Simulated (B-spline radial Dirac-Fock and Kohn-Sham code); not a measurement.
## Cross section and asymmetry of the 3d5/2 subshell of Cr⁺

System: chromium as Cr⁺, configuration [Ar] 3d5. The computed 3d5/2 threshold is 13.44 eV; without correlation, outer thresholds are uncertain by 1 to 2 eV. With an open shell the threshold is an average over the terms of the final ion.

Model: the independent-particle Dirac-Slater model, thresholds from Dirac-Fock. Program: a B-spline atomic structure program. Interchannel coupling and autoionising resonances are not included, so magnitudes near threshold are approximate.

| kinetic energy (eV) | σ (Mb) | β |
| --- | --- | --- |
| 1.5 | 4.51 | 0.22 |
| 2.3 | 4.67 | 0.12 |
| 3.7 | 4.87 | 0.04 |
| 5.7 | 5.09 | 0.01 |
| 9.0 | 5.29 | 0.04 |
| 14.0 | 5.38 | 0.13 |
| 21.9 | 5.23 | 0.29 |
| 34.2 | 4.65 | 0.49 |
| 53.5 | 3.42 | 0.72 |
| 83.7 | 1.86 | 0.93 |
| 130.9 | 0.776 | 1.10 |
| 204.6 | 0.278 | 1.20 |
| 319.9 | 0.0868 | 1.24 |

The cross section shows no minimum in this range. Its largest value, 5.38 Mb, lies 14 eV above threshold, delayed by the centrifugal barrier of the l+1 channel. β ranges from 0.01 (at 5.7 eV) to 1.24.
